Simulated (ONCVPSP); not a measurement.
**Pseudopotential generation for Ru (Z = 44): ONCV, PBE, fully relativistic.**

ONCVPSP 4.0.1 input, shortened (lines: element, Z, core and valence counts, functional; n l f; lmax; l rc ep ncon nbas qcut; lloc lpopt rc5 dvloc0; l nproj debl; icmod fcfact rcfact), PBE, fully relativistic:

```
  Ru 44.00    7    3        4      upf
    1    0    2.00
    2    0    2.00
    2    1    6.00
    3    0    2.00
    3    1    6.00
    3    2   10.00
    4    0    2.00
    4    1    6.00
    4    2    6.00
    5    0    2.00
    2
    0    2.85    0.00    3    6    2.50
    1    1.60    0.00    4    8   11.00
    2    1.60    0.00    4    9   11.70
    2    5    1.60    0.00
    0    1    1.30
    1    2    1.20
    2    0    2.60
    0    0.00    0.00
```

Open shells are filled in proportion to 2j + 1.

In the p channel the program set the typed energies aside and used -1.782, 0.250 Ha (j = l + 1/2; the other j can differ).

Poles of the logarithmic derivatives, all-electron (AE) and pseudo (PS). s: poles at 0.6, 4.2 (AE) and 0.5, 1.9 (PS) Ha. p3/2: poles at -1.0 (AE) and -1.0 (PS) Ha. p1/2: poles at -1.2 (AE) and -1.2 (PS) Ha. d5/2: poles at 1.1 (AE) and 1.1 (PS) Ha. d3/2: poles at 1.1 (AE) and 1.1 (PS) Ha. Test radii: s 2.90, p3/2 1.62, p1/2 1.62, d5/2 1.62, d3/2 1.62 bohr.

- Cutoffs needed: 31 Ha and 38 Ha (the cutoffs (Ha) at which the residual kinetic energy of the hardest occupied pseudo-wave falls to 1 and 0.1 mHa per electron)
- Ghost test: ghosts flagged at negative energy: s at -120.8 eV; no localised positive-energy state flagged; a true bound ghost makes a file unfit for plane-wave use
- Largest excitation error: -46 meV (all-electron minus pseudo) for 4p6 4d7 5s0, out of 4 test configurations
